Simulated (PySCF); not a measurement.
**Nonlinear optical response: `c1ccnc[cH+]c1`, [C6H6N]+, charge +1**

Geometry:
| atom | x (Å) | y (Å) | z (Å) |
| --- | --- | --- | --- |
| C1 | 0.908 | 0.369 | 0.444 |
| C2 | 1.591 | -0.828 | 0.460 |
| C3 | 0.989 | -2.059 | 0.835 |
| N4 | -0.262 | -2.355 | 0.633 |
| C5 | -1.348 | -1.670 | 0.416 |
| C6 | -1.505 | -0.298 | 0.753 |
| C7 | -0.465 | 0.607 | 0.737 |
| H8 | 1.511 | 1.267 | 0.269 |
| H9 | 2.673 | -0.818 | 0.289 |
| H10 | 1.611 | -2.849 | 1.279 |
| H11 | -2.198 | -2.223 | -0.007 |
| H12 | -2.521 | 0.074 | 0.917 |
| H13 | -0.737 | 1.657 | 0.884 |

Total charge +1.

Method used: PySCF, quadratic response CAM-B3LYP/def2-TZVPD first hyperpolarisability, Taylor convention, gas phase. Geometry: PBE0-D3(BJ)/def2-SVP.

Give β for the processes computed.

In au, Taylor convention; the vector part is βᵢ = ⅓ Σⱼ (βᵢⱼⱼ + βⱼᵢⱼ + βⱼⱼᵢ):
| process | λ (nm) | β vector norm | β HRS | depolarisation ratio |
| --- | --- | --- | --- | --- |
| static β(0;0,0) | ∞ | 9.4 | 9.0 | 1.80 |
| second harmonic β(−2ω;ω,ω) | 1907 | 9.7 | 9.4 | 1.76 |
| Pockels β(−ω;ω,0) | 1907 | 9.6 | – | – |
| second harmonic β(−2ω;ω,ω) | 1064 | 6.5 | 10.3 | 1.19 |
| Pockels β(−ω;ω,0) | 1064 | 9.8 | – | – |

Which lowest excitations and polarisabilities go with it?

S1 3.63 eV (f = 0.008); S2 3.68 eV (f = 0.031); S3 5.08 eV (f = 0.016); isotropic α 70.9 au static, 71.2 au at 1907 nm, 72.0 au at 1064 nm, 72.3 au at 953.5 nm, 76.1 au at 532 nm.
